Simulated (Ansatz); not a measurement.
`N[B]([GeH3])CF` at its PBE0-D4/def2-TZVP geometry, where that method's forces vanish. Total charge 0; spin multiplicity 1.

```xyz
12

N    -1.0347    1.3239   -0.2453
B    -0.2767    0.2033    0.0671
Ge    1.4105   -0.2373   -1.0459
C    -0.7165   -0.7194    1.2709
F     0.1449   -1.7970    1.4580
H    -1.8668    1.5976    0.2545
H    -0.8042    1.9475   -1.0001
H     1.6116    0.8185   -2.1587
H     2.6889   -0.2424   -0.1893
H     1.3125   -1.6097   -1.7351
H    -0.7466   -0.1564    2.2132
H    -1.7230   -1.1287    1.1107
```

(1) What forces (eV/Å) does PBE-D4/def2-TZVPP give on these atoms in the Gaussian-basis code of Ansatz? (An estimate is asked.)

Answers

(1) The calculation gave: 
```
N1   0.048 -0.028 -0.018
B2   0.134 -0.172  0.032
Ge3 -0.094  0.029  0.059
C4  -0.126  0.332 -0.183
F5   0.405 -0.529  0.109
H6  -0.306  0.111  0.174
H7   0.068  0.236 -0.268
H8   0.025  0.094 -0.105
H9   0.127 -0.008  0.072
H10  0.004 -0.130 -0.067
H11 -0.036  0.138  0.218
H12 -0.249 -0.073 -0.022
```
